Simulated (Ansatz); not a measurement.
## A family of molecules: the atomisation energy (no zero-point term)

One atom is swapped for its congeners: CH2F `[CH2]F`; CH2Br `[CH2]Br`; CH2I `[CH2]I`. The Cl member is missing. All are doublets with charge 0.

Shapes, held fixed at every level: PBE0-D4/def2-TZVP. Programs: Ansatz 0.2.0. Values in eV.

```csv
level,CH2F,CH2Br,CH2I
HF/def2-TZVPP,9.93,8.77,8.30
SPW92/def2-TZVPP,15.92,13.90,13.34
PBE-D4/def2-TZVPP,14.12,12.41,11.91
B3LYP-D4/def2-TZVPP,13.72,12.04,11.55
BHLYP-D4/def2-TZVPP,13.17,11.67,11.18
CCSD(T)/def2-SVP,12.92,11.27,10.72
CCSD(T)/def2-TZVPP,13.26,11.70,11.22
```

At CCSD(T)/def2-TZVPP the atomisation energy falls at every step, from 13.26 to 11.22 eV. Every level shows the same order. Open shells run unrestricted unless RO is named. For atoms past krypton def2 sets carry core potentials with scalar relativity. Relativity is left out for Br unless named. Correlated rows may include outer-core shells of Br, I, which these sets cover unevenly. Spin-orbit coupling, which grows down the group, is left out (summed over each molecule's free atoms 0.02, 0.16, 0.32 eV).
